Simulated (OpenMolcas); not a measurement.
Ni2+: CASPT2 settings compared

```yaml
Program: OpenMolcas 26.06
Basis: ANO-R2 [6s5p4d2f1g]
Scalar_Hamiltonian: X2C, finite nucleus
Active_space: 8 electrons in 5 orbitals (3d)
State_averaging: 2S+1 = 3 even, 10 roots; 2S+1 = 1 even, 14 roots kept (CI in the orbitals of an earlier block)
Spin-orbit_coupling: RASSI with atomic mean-field integrals over the reference wave functions, term energies averaged over their components
```

Methods on the same reference wave functions:
A. CASSCF
B. SS-CASPT2, IPEA 0.15 Eh, imaginary shift 0.1 Eh (closed shells correlated: 3s 3p)
C. SS-CASPT2, IPEA 0.2 Eh, sigma1 regulariser 0.3 Eh (closed shells correlated: none)
D. XMS-CASPT2, IPEA 0.2 Eh, sigma1 regulariser 0.3 Eh (closed shells correlated: 2s 2p 3s 3p)

Energies in cm⁻¹ above 3d⁸ ³F₄, the measured ground level; measured values from Corliss and Sugar, J. Phys. Chem. Ref. Data 10, 197 (1981).

```json
{"Level": "3d⁸ ³F₄", "A": "0.0", "B": "0.0", "C": "0.0", "D": "0.0", "Measured": "0.0"}
{"Level": "3d⁸ ³F₃", "A": "1358", "B": "1360", "C": "1359", "D": "1360", "Measured": "1361"}
{"Level": "3d⁸ ³F₂", "A": "2292", "B": "2270", "C": "2280", "D": "2280", "Measured": "2270"}
{"Level": "3d⁸ ¹D₂", "A": "17147", "B": "13550", "C": "15180", "D": "14160", "Measured": "14032"}
{"Level": "3d⁸ ³P₂", "A": "20767", "B": "16800", "C": "17620", "D": "16980", "Measured": "16662"}
{"Level": "3d⁸ ³P₁", "A": "21156", "B": "17150", "C": "17820", "D": "17270", "Measured": "16978"}
{"Level": "3d⁸ ³P₀", "A": "21491", "B": "17480", "C": "18150", "D": "17600", "Measured": "17231"}
{"Level": "3d⁸ ¹G₄", "A": "26613", "B": "23440", "C": "24640", "D": "23690", "Measured": "23109"}
```

Deviations, from unrounded energies. A percentage is the sum of absolute deviations over the sum of measured energies, with the sign that they share, or ± where signs differ.

```tsv
Against measurement	Levels	A	B	C	D
mean absolute deviation (cm-1)	7	2700	200	770	240
fine structure of the ground term (%)	2	±0.7	±0.1	±0.4	±0.2
other terms of the ground configuration (%)	5	+21.8	±1.6	+6.1	+1.9
```

B lies closest to measurement on these levels and A furthest from it. The largest miss of B in the table is 3d⁸ ¹D₂, by -480 cm-1. The ranking rests on the paired levels alone, and a cruder setting can come out closer through cancelling errors.

Among B to D the level of the table that moves most is 3d⁸ ¹D₂, by 1600 cm-1 (lowest in B, highest in C). Moves below CASPT2's spread within the term are not significant.

The mean deviations of B to D differ by less than CASPT2's widest spread within a term (1200 cm-1), so their order carries little weight.

From A to B the spin-free energies of the other terms of 3d⁸ shown, above ³F, scale by factors of 0.78 to 0.88, as is usual when dynamic correlation screens the repulsion within a d or f shell.

The lowest spin-free term lies below A's lowest term by 0.643 hartree in B, 0.275 hartree in C, 0.731 hartree in D.

Term energies are means over components that CASPT2 splits; among the terms shown or strongly mixed into the levels shown the widest spread is 1200 cm-1 (3d⁸ ³F, B). Terms from blocks run as CI alone lack orbitals of their own. Without dynamic correlation excited terms often stand tens of per cent too high (terms of higher spin than the ground term too low), and those without a measured partner can miss by more than the paired ones (holds for A). Some levels mix across a computed gap that differs much from the measured one, so their mixing is not that of the real levels (holds for A). Measured partners are found by configuration, term and J. A level has none where our copy of the source lacks it or the pairing is in doubt (some pairs that miss far off the trend of their configuration count as doubtful), and it then counts in no deviation. Only configurations of the active space appear.
